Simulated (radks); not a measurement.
The numbers below are computed, except where a source is named.
Polarisability of neutral xenon, [Xe], at imaginary frequency. Code: a radial shooting solver on a logarithmic mesh with Libxc functionals. Model: non-relativistic Kohn-Sham, exchange-only LDA, spin-polarised, spherical densities, point nucleus; relativity is left out, which matters for an element this heavy. Response by self-consistent Sternheimer equations with the Hartree and adiabatic exchange-only LDA kernel.

| w (hartree) | alpha1(iw) (bohr^3) | alpha2(iw) (bohr^5) |
|---|---|---|
| 0.00266 | 30.71 | 269.4 |
| 0.0143 | 30.67 | 269.1 |
| 0.0360 | 30.47 | 267.6 |
| 0.0697 | 29.85 | 262.9 |
| 0.118 | 28.40 | 252.0 |
| 0.186 | 25.73 | 231.2 |
| 0.280 | 21.70 | 198.9 |
| 0.413 | 16.75 | 157.2 |
| 0.605 | 11.71 | 112.2 |
| 0.892 | 7.398 | 71.33 |
| 1.35 | 4.252 | 39.66 |
| 2.12 | 2.238 | 18.90 |
| 3.59 | 1.047 | 7.453 |
| 6.94 | 0.3790 | 2.227 |
| 17.5 | 0.08203 | 0.3845 |

Static values: alpha1 = 30.71 bohr^3 (4.550 angstrom^3; uncoupled 51.39), alpha2 = 269.4 bohr^5, alpha3 = 4853 bohr^7. C6 = 332.9, C8 = 15110, triple-dipole C9 = 7295 atomic units. One-pole (London) frequency 4 C6 / (3 alpha1^2) = 0.471 hartree, against 0.266 for minus the highest occupied eigenvalue. The dipole shielding factor is 1.000, as the force sum rule N/Z = 1.000 demands. Recommended static value: 27.32 bohr^3 (Schwerdtfeger and Nagle, 2023 table).
